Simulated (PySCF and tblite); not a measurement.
Values are calculated unless marked as measured or tabulated.
3 regioisomers of C7H9NO:

```
isomer                                                       SMILES
     A    [CH3:1][CH2:2][c:3]1[cH:4][cH:5][cH:6][cH:7][n+:8]1[O-:9]
     B  [CH3:1][CH2:2][c:3]1[cH:4][cH:5][cH:6][n+:7]([O-:8])[cH:9]1
     C  [CH3:1][CH2:2][c:3]1[cH:4][cH:5][n+:6]([O-:7])[cH:8][cH:9]1
```

Protocol: conformer search, at most 4 conformers an isomer, GFN2-xTB geometries, energies PBE0/def2-SVP (IEF-PCM, dimethylsulfoxide) (D3(BJ) added where defined), weights at 298.15 K with GFN2-xTB thermal terms. Programs: PySCF with density fitting and tblite.

Q: Rank the isomers by free energy at 298.15 K.

A: 
| isomer | ΔG (kcal/mol) | ΔE, lowest conformer | conformers | largest weight % | rms dipole (D) |
| --- | --- | --- | --- | --- | --- |
| A | 0.0 | 0.0 | 2 | 55 | 4.90 |
| B | 2.9 | 3.0 | 1 | 100 | 5.77 |
| C | 3.4 | 3.1 | 1 | 100 | 6.17 |

The search found a single conformer for at least one isomer; other rotamers may be missing.
